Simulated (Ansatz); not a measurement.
ZnTe₂. Charge 0, multiplicity 1. Geometry r2SCAN-D4/def2-TZVPD, that of the charge -1 doublet.

```xyz
3

Zn   -0.0007   -0.0016    0.0035
Te   -1.3656    1.9110    0.6403
Te    1.3663   -1.9094   -0.6438
```

In the def2 sets Te takes a core potential; there is no spin–orbit coupling. A triplet lies near this restricted singlet, and broken spin symmetry wasn't tried. At PBE-D4/def2-TZVPD, r2SCAN-D4/def2-TZVPD an occupied level lies above an empty one. At PBE0-D4/def2-TZVPD a triplet of charge 0 lies 1.01 eV below the restricted singlet at the same geometry. The structure comes from a short search, and lower isomers may exist.

Task: Estimate the orbital energies around the gap (eV) in Ansatz with PBE-D4/def2-TZVPD, r2SCAN-D4/def2-TZVPD, PBE0-D4/def2-TZVPD.

Result: 
```json
{"orbital": "HOMO−5", "PBE-D4/def2-TZVPD": "-12.30", "r2SCAN-D4/def2-TZVPD": "-12.73", "PBE0-D4/def2-TZVPD": "-14.95"}
{"orbital": "HOMO−4", "PBE-D4/def2-TZVPD": "-8.36", "r2SCAN-D4/def2-TZVPD": "-8.61", "PBE0-D4/def2-TZVPD": "-9.43"}
{"orbital": "HOMO−3", "PBE-D4/def2-TZVPD": "-6.79", "r2SCAN-D4/def2-TZVPD": "-7.06", "PBE0-D4/def2-TZVPD": "-7.76"}
{"orbital": "HOMO−2", "PBE-D4/def2-TZVPD": "-6.40", "r2SCAN-D4/def2-TZVPD": "-6.59", "PBE0-D4/def2-TZVPD": "-6.99"}
{"orbital": "HOMO−1", "PBE-D4/def2-TZVPD": "-5.93", "r2SCAN-D4/def2-TZVPD": "-6.19", "PBE0-D4/def2-TZVPD": "-6.88"}
{"orbital": "HOMO", "PBE-D4/def2-TZVPD": "-5.53", "r2SCAN-D4/def2-TZVPD": "-5.78", "PBE0-D4/def2-TZVPD": "-6.57"}
{"orbital": "LUMO", "PBE-D4/def2-TZVPD": "-6.03", "r2SCAN-D4/def2-TZVPD": "-6.19", "PBE0-D4/def2-TZVPD": "-5.70"}
{"orbital": "LUMO+1", "PBE-D4/def2-TZVPD": "-1.91", "r2SCAN-D4/def2-TZVPD": "-1.62", "PBE0-D4/def2-TZVPD": "-1.17"}
{"orbital": "LUMO+2", "PBE-D4/def2-TZVPD": "-1.33", "r2SCAN-D4/def2-TZVPD": "-1.10", "PBE0-D4/def2-TZVPD": "-0.61"}
{"orbital": "LUMO+3", "PBE-D4/def2-TZVPD": "-1.07", "r2SCAN-D4/def2-TZVPD": "-0.81", "PBE0-D4/def2-TZVPD": "-0.42"}
{"orbital": "LUMO+4", "PBE-D4/def2-TZVPD": "-0.12", "r2SCAN-D4/def2-TZVPD": "0.45", "PBE0-D4/def2-TZVPD": "0.23"}
{"orbital": "LUMO+5", "PBE-D4/def2-TZVPD": "0.06", "r2SCAN-D4/def2-TZVPD": "0.61", "PBE0-D4/def2-TZVPD": "0.55"}
```
